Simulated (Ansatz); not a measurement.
CH4OSSi, SMILES `CS[Si]O`. The species carries charge 0 and has multiplicity 1.

| atom | x (Å) | y (Å) | z (Å) |
| --- | --- | --- | --- |
| C1 | -0.084 | 1.002 | 0.367 |
| S2 | -1.558 | -0.035 | 0.169 |
| Si3 | -0.895 | -1.946 | -0.589 |
| O4 | 0.742 | -1.772 | -0.719 |
| H5 | 0.414 | 1.167 | -0.589 |
| H6 | -0.414 | 1.968 | 0.749 |
| H7 | 0.610 | 0.569 | 1.090 |
| H8 | 1.185 | -0.953 | -0.478 |

**Question.** What are the harmonic wavenumbers in cm⁻¹ at PBE0-D4/def2-TZVP (Ansatz, finite differences of forces, unscaled)? (Estimate.)

**Answer.** The calculation gave: 110, 149, 178, 308, 448, 467, 729, 781, 875, 953, 956, 1335, 1476, 1476, 3055, 3141, 3158, 3854.

**Question.** Is this a minimum?

**Answer.** Yes, all 18 modes are real.

**Question.** Give the ideal-gas thermochemistry at 298.15 K and 1 bar (rigid rotor, harmonic oscillator; point group Cs, symmetry number 1).

**Answer.** Zero-point energy 140.3 kJ/mol; H(298) − E = 158.7 kJ/mol; entropy 325.0 J/(mol·K), of which translation 165.3, rotation 108.9, vibration 50.9; G(298) − E = 61.8 kJ/mol.

**Question.** And at 400, 500, 600, 800 and 1000 K?

**Answer.** 
| T (K) | H − E (kJ/mol) | S (J/mol/K) | G − E (kJ/mol) |
| --- | --- | --- | --- |
| 400 | 168.4 | 353.1 | 27.2 |
| 500 | 179.2 | 377.1 | -9.3 |
| 600 | 191.0 | 398.5 | -48.1 |
| 800 | 216.6 | 435.3 | -131.6 |
| 1000 | 244.4 | 466.3 | -221.9 |

**Question.** Rotational constants (cm⁻¹)?

**Answer.** 0.2617, 0.1132, 0.08022.
